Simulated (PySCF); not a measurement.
Species: C₂H₇GeNO.
Geometry (PBE0-D3(BJ)/def2-SVP, Å), atoms numbered from 1 in this order:
```
atom  x, y, z in Å
C1    -1.6419    0.3080    0.7468
C2    -0.9148   -0.8639    0.1500
O3    -1.4502   -1.9166   -0.0993
Ge4    1.0526   -0.6751   -0.2125
N5     1.4594    1.1203   -0.3104
H6    -1.2656    0.4775    1.7698
H7    -1.4141    1.2283    0.1873
H8    -2.7231    0.1120    0.7757
H9     1.8471   -1.2380    0.9811
H10    1.3750   -1.4801   -1.4898
H11    1.3208    1.5426   -1.2246
H12    2.3937    1.3594    0.0105
```

Jobs on this species (12 atoms, 66 electrons) with PySCF (density fitting). Hardware of each: Arm Neoverse V2, one thread (shared host). Other jobs ran on the host; a repeat could differ by tens of per cent or more. Peak memory is the resident size of the whole Python process, interpreter and libraries included.

```
                                                                 level and settings                                                          work  basis functions  SCF cycles  wall time  peak memory
     delta-SCF UKS PBE, pcX-2 on the ionised atom, pcseg-1 elsewhere, spin-free X2C                                 ΔSCF core ionisation, 4 holes              149           ?          ?            ?
   delta-SCF UKS B3LYP, pcX-2 on the ionised atom, pcseg-1 elsewhere, spin-free X2C                                 ΔSCF core ionisation, 4 holes              149           ?          ?            ?
    delta-SCF UKS SCAN, pcX-1 on the ionised atom, pcseg-1 elsewhere, spin-free X2C                                 ΔSCF core ionisation, 4 holes              128           ?          ?            ?
    delta-SCF UKS SCAN, pcX-2 on the ionised atom, pcseg-1 elsewhere, spin-free X2C                                 ΔSCF core ionisation, 4 holes              149          73       29 s     0.52 GiB
    delta-SCF UKS PBE0, pcX-2 on the ionised atom, pcseg-1 elsewhere, spin-free X2C                                 ΔSCF core ionisation, 4 holes              149          65       37 s     0.61 GiB
delta-SCF UKS SCAN, def2-TZVP on the ionised atom, pcseg-1 elsewhere, spin-free X2C                                 ΔSCF core ionisation, 4 holes              135          72       27 s     0.43 GiB
                                                 PBE0-D3(BJ)/def2-SVP, grid level 1  geometry optimisation from a GFN2-xTB start shaken at random              123         121    1.8 min     0.51 GiB
 delta-SCF UKS SCAN, pcX-2 on the ionised atom, pcseg-1 elsewhere, non-relativistic                                 ΔSCF core ionisation, 4 holes              149          72       28 s     0.55 GiB
```

Question: Fill in the missing figures.

Answer: 
- delta-SCF UKS PBE, pcX-2 on the ionised atom, pcseg-1 elsewhere, spin-free X2C; ΔSCF core ionisation, 4 holes: 19 s, 0.52 GiB, 75 SCF cycles
- delta-SCF UKS B3LYP, pcX-2 on the ionised atom, pcseg-1 elsewhere, spin-free X2C; ΔSCF core ionisation, 4 holes: 38 s, 0.61 GiB, 66 SCF cycles
- delta-SCF UKS SCAN, pcX-1 on the ionised atom, pcseg-1 elsewhere, spin-free X2C; ΔSCF core ionisation, 4 holes: 23 s, 0.41 GiB, 73 SCF cycles

Question: What do all jobs in the table cost together?

Answer: About 5.2 min; the longest takes about 35 % of that, and about 5.7 times as long as the shortest.
